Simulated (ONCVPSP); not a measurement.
**Building the ONCV potential for Sr (revPBE, scalar-relativistic).**

- Element: Sr
- Generator: ONCVPSP 4.0.1
- Type: optimised norm-conserving Vanderbilt (ONCV)
- Functional: revPBE
- Relativity: scalar-relativistic
- Frozen core: [Ar] 3d10
- Valence charge: 10
- Reference configuration: 4s2 4p6 5s2
- Partial waves: 4s+5s: rc 2.60 bohr, ncon 4, nbas 7, qcut 5.2 1/bohr, 2 projectors; 4p: rc 1.50 bohr, ncon 4, nbas 7, qcut 5.5 1/bohr, 3 projectors, debl 2.6 Ha; d scattering state at 0.38 Ha: rc 2.20 bohr, ncon 4, nbas 7, qcut 4 1/bohr, 2 projectors, debl 1.8 Ha; f scattering state at 0.4 Ha: rc 2.00 bohr, ncon 4, nbas 9, qcut 6 1/bohr, 2 projectors, debl 3.2 Ha
- Local potential: polynomial inside 1.25 bohr (lpopt 5, dvloc0 -1 Ha)
- Core correction: none

In the d channel the program set the typed energies aside and used 0.050, 1.850 Ha.

All-electron outer shells of the reference configuration (revPBE, scalar-relativistic, ld1.x):

| shell | level (eV) | outermost node (bohr) | outermost maximum (bohr) |
| --- | --- | --- | --- |
| 4s | -40.92 | 0.59 | 1.19 |
| 4p | -22.84 | 0.61 | 1.33 |
| 5s | -3.49 | 1.65 | 3.76 |

What the tests gave:

```json
{
 "Cutoffs needed": "25 Ha and 59 Ha (the cutoffs (Ha) at which the residual kinetic energy of the hardest occupied pseudo-wave falls to 1 and 0.1 mHa per electron) The cutoffs count occupied waves only; projector 2 of the f channel, the hardest unoccupied one, needs 68 Ha at the loose tolerance.",
 "Ghost test": "no bound ghost flagged; GHOST(+) flagged for s at 54.2 eV, d at 250.4 eV",
 "Largest excitation error": "-11 meV (all-electron minus pseudo) for 4s2 4p6 4d1 5s0, out of 4 test configurations"
}
```

Generation and tests took about 6.4 s on one core of a shared server CPU.
